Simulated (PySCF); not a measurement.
Spinor energies of Nb (niobium, neutral)

Start: [Kr] 4d3 5s1 5p1; 4d5/2 filled at m_j = +1/2, +3/2, +5/2; 5s1/2 filled at m_j = +1/2; 5p3/2 filled at m_j = +3/2. Calculated with PySCF 2.14 in x2c-TZVPall-2c with one added diffuse shell each of s, p, d type (9s10p8d1f, 86 functions): generalised Hartree-Fock with the X2C-1e Hamiltonian and a Gaussian nucleus; one run each with spin-orbit coupling (SO) switched off, then screened by Boettger's factors. This is a chosen level, not necessarily the ground level.

```json
{"spinor shell": "1s1/2", "electrons": "2", "ε, spin-free (eV)": "-19091.1", "ε, screened SO (eV)": "-19090.3", "weight of nominal j (screened SO)": "1.000", "rms radius, screened SO (bohr)": "0.0415"}
{"spinor shell": "2s1/2", "electrons": "2", "ε, spin-free (eV)": "-2747.5", "ε, screened SO (eV)": "-2747.3", "weight of nominal j (screened SO)": "1.000", "rms radius, screened SO (bohr)": "0.171"}
{"spinor shell": "2p1/2", "electrons": "2", "ε, spin-free (eV)": "-2447.3", "ε, screened SO (eV)": "-2513.4", "weight of nominal j (screened SO)": "1.000", "rms radius, screened SO (bohr)": "0.149"}
{"spinor shell": "2p3/2", "electrons": "4", "ε, spin-free (eV)": "-2447.3", "ε, screened SO (eV)": "-2416.3", "weight of nominal j (screened SO)": "1.000", "rms radius, screened SO (bohr)": "0.154"}
{"spinor shell": "3s1/2", "electrons": "2", "ε, spin-free (eV)": "-493.51", "ε, screened SO (eV)": "-493.53", "weight of nominal j (screened SO)": "1.000", "rms radius, screened SO (bohr)": "0.471"}
{"spinor shell": "3p1/2", "electrons": "2", "ε, spin-free (eV)": "-392.61", "ε, screened SO (eV)": "-403.81", "weight of nominal j (screened SO)": "1.000", "rms radius, screened SO (bohr)": "0.471"}
{"spinor shell": "3d3/2", "electrons": "4", "ε, spin-free (eV)": "-227.60", "ε, screened SO (eV)": "-229.38", "weight of nominal j (screened SO)": "0.984", "rms radius, screened SO (bohr)": "0.472"}
{"spinor shell": "3d5/2", "electrons": "6", "ε, spin-free (eV)": "-227.60", "ε, screened SO (eV)": "-226.49", "weight of nominal j (screened SO)": "0.990", "rms radius, screened SO (bohr)": "0.475"}
{"spinor shell": "4s1/2", "electrons": "2", "ε, spin-free (eV)": "-76.347", "ε, screened SO (eV)": "-76.402", "weight of nominal j (screened SO)": "1.000", "rms radius, screened SO (bohr)": "1.24"}
{"spinor shell": "4p3/2", "electrons": "4", "ε, spin-free (eV)": "-46.833", "ε, screened SO (eV)": "-45.828", "weight of nominal j (screened SO)": "0.869", "rms radius, screened SO (bohr)": "1.39"}
{"spinor shell": "4p1/2", "electrons": "2", "ε, spin-free (eV)": "-46.833", "ε, screened SO (eV)": "-49.121", "weight of nominal j (screened SO)": "0.738", "rms radius, screened SO (bohr)": "1.39"}
{"spinor shell": "4d5/2", "electrons": "3", "ε, spin-free (eV)": "-11.552", "ε, screened SO (eV)": "-11.560", "weight of nominal j (screened SO)": "0.777", "rms radius, screened SO (bohr)": "2.17"}
{"spinor shell": "5s1/2", "electrons": "1", "ε, spin-free (eV)": "-8.623", "ε, screened SO (eV)": "-8.641", "weight of nominal j (screened SO)": "0.998", "rms radius, screened SO (bohr)": "3.81"}
{"spinor shell": "5p3/2", "electrons": "1", "ε, spin-free (eV)": "-4.872", "ε, screened SO (eV)": "-4.824", "weight of nominal j (screened SO)": "1.000", "rms radius, screened SO (bohr)": "4.94"}
```

**Question.** Where does 3p3/2 lie, and what is the 3p spin-orbit splitting (screened SO)?

**Answer.** At -387.43 eV, 16.374 eV above 3p1/2.

| quantity | spin-free | screened SO |
| --- | --- | --- |
| E (hartree) | -3816.97441 | -3817.37625 |
| M_J | 13/2 | 13/2 |
| ⟨J²⟩ | 48.768 | 48.768 |
| ⟨L²⟩ | 20.016 | 20.054 |
| ⟨S²⟩ | 8.752 | 8.746 |

Each row is a mean over spinors that exchange with the open shell spreads, by up to 6.500 eV (4p3/2).

Rows whose weight is well below 1 are mixtures of j = l ± 1/2: exchange outweighs spin-orbit coupling there, and the label is only the starting occupation.

Breit and QED terms are absent; they matter most for the inner s and p1/2 levels.

Densities and radii are taken from the X2C orbitals without a picture-change correction, which distorts them close to the nucleus.

Without spin-orbit coupling the j labels of p, d and f shells carry no meaning; the spin-free column gives the mean over the occupied spinors of each nl shell.
